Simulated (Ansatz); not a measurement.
Calculated with Ansatz (gas phase, PBE0-D4/def2-TZVP geometries, no zero-point term in ΔE). CBS: MP2 limit from def2 TZ/QZ plus the TZ coupled-cluster correction, frozen cores. This one scheme is used for every species, atoms too. DFT in def2-TZVPP. Open shells (•) are unrestricted, without spin–orbit coupling. Spin–orbit coupling would lower the free atoms: a little for Cl. Bonds to Ge are less sure, by a few kJ/mol each and by 10 to 20 or more in all where they break to atoms, as the def2 sets lack core-valence functions. Scalar relativity is left out up to krypton.

Reaction (hydrogen abstraction from the Si–H bond): `F[SiH](Cl)[GeH3]` + Cl• → `F[Si](Cl)[GeH3]`• + HCl

CCSD(T)/CBS gives -0.51 eV.

Problem. Another level gave -0.79 eV. Which?
A. PBE/def2-TZVPP
B. BHLYP/def2-TZVPP
C. HF/def2-TZVPP
D. revPBE/def2-TZVPP

Solution. D. revPBE -0.79, HF/def2-TZVPP -0.04, BHLYP -0.38, PBE -0.83 eV.

Largest T1 diagnostic among the species: 0.014.

From BLYP to BHLYP (50 % exact exchange), in def2-TZVPP and without D4, ΔE moves by +0.31 eV. At CCSD(T), def2-SVP lies +0.21 eV from the extrapolated value and def2-TZVPP +0.06 eV.

CCSD(T)/CBS has its own doubt, a few kJ/mol and more with outer-core shells, so smaller differences from it don't rank the levels.
